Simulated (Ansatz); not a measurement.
The inner images of a band of FH7OSSi3 (13 atoms, charge 0, multiplicity 1) are given out of order.

All numbers below come from Ansatz, RKS PBE-D4/def2-SVP.

First end point:

```xyz
13
Properties=species:S:1:pos:R:3
O -2.195 1.472 -0.029
Si -0.911 0.415 0.004
F -1.144 -0.751 1.150
Si -0.711 -0.606 -2.089
S 0.884 1.468 0.586
Si 1.879 -0.151 1.644
H -2.253 2.087 0.726
H -1.961 -1.356 -2.459
H -0.426 0.448 -3.121
H 0.445 -1.566 -2.028
H 1.818 -1.422 0.846
H 1.292 -0.372 3.007
H 3.305 0.300 1.777
```

Last end point:

```xyz
13
Properties=species:S:1:pos:R:3
O -1.905 0.948 0.171
Si -0.998 -0.320 0.765
F -1.841 -1.122 1.922
Si -0.546 -1.738 -1.042
S 0.760 0.345 1.835
Si 1.789 1.383 0.227
H -2.051 1.688 0.789
H -1.816 -2.166 -1.723
H 0.326 -1.004 -2.025
H 0.193 -2.947 -0.540
H 0.811 2.157 -0.611
H 2.545 0.427 -0.653
H 2.754 2.315 0.898
```

Question: Put them in order from the first end to the last, with their energies above the first end.
A.
```xyz
13
Properties=species:S:1:pos:R:3
O -1.919 1.634 -0.638
Si -1.186 0.521 0.363
F -2.253 0.076 1.531
Si -0.777 -1.364 -0.977
S 0.458 1.442 1.434
Si 2.143 0.288 0.713
H -1.975 2.549 -0.305
H -2.113 -1.921 -1.385
H 0.008 -0.985 -2.201
H -0.020 -2.405 -0.200
H 2.161 0.212 -0.789
H 2.138 -1.108 1.268
H 3.355 1.025 1.201
```
B.
```xyz
13
Properties=species:S:1:pos:R:3
O -2.217 1.585 -0.150
Si -0.986 0.492 0.094
F -1.326 -0.495 1.367
Si -0.778 -0.849 -1.811
S 0.806 1.586 0.602
Si 2.020 -0.039 1.381
H -2.310 2.285 0.522
H -2.101 -1.460 -2.178
H -0.258 -0.025 -2.955
H 0.203 -1.948 -1.509
H 2.198 -1.106 0.336
H 1.425 -0.648 2.616
H 3.346 0.587 1.698
```
C.
```xyz
13
Properties=species:S:1:pos:R:3
O -2.146 1.653 -0.453
Si -1.125 0.571 0.296
F -1.884 -0.075 1.604
Si -0.754 -1.183 -1.217
S 0.603 1.656 1.016
Si 2.130 0.124 0.875
H -2.247 2.529 -0.040
H -2.091 -1.729 -1.635
H -0.002 -0.691 -2.421
H 0.037 -2.273 -0.547
H 2.344 -0.286 -0.557
H 1.781 -1.095 1.681
H 3.375 0.764 1.412
```
D.
```xyz
13
Properties=species:S:1:pos:R:3
O -2.221 1.638 -0.269
Si -1.040 0.558 0.188
F -1.496 -0.217 1.565
Si -0.807 -1.044 -1.503
S 0.756 1.677 0.618
Si 2.111 0.047 1.088
H -2.363 2.406 0.314
H -2.146 -1.624 -1.864
H -0.176 -0.415 -2.713
H 0.086 -2.144 -0.998
H 2.514 -0.686 -0.161
H 1.485 -0.925 2.047
H 3.317 0.693 1.702
```
E.
```xyz
13
Properties=species:S:1:pos:R:3
O -1.650 1.522 -0.763
Si -1.194 0.443 0.423
F -2.423 0.265 1.497
Si -0.820 -1.589 -0.689
S 0.415 1.200 1.657
Si 2.113 0.541 0.480
H -1.738 2.452 -0.483
H -2.125 -2.067 -1.265
H 0.172 -1.386 -1.800
H -0.287 -2.613 0.272
H 1.977 0.935 -0.965
H 2.274 -0.952 0.561
H 3.306 1.214 1.090
```

Answer: B (+0.8 kcal/mol), D (+1.4 kcal/mol), C (+2.1 kcal/mol), A (+2.6 kcal/mol), E (+1.7 kcal/mol).

Time of the run: 3.6 min on 2 threads of AMD EPYC 7R13 Processor (Zen 3) (shared host), peak memory 0.21 GiB.
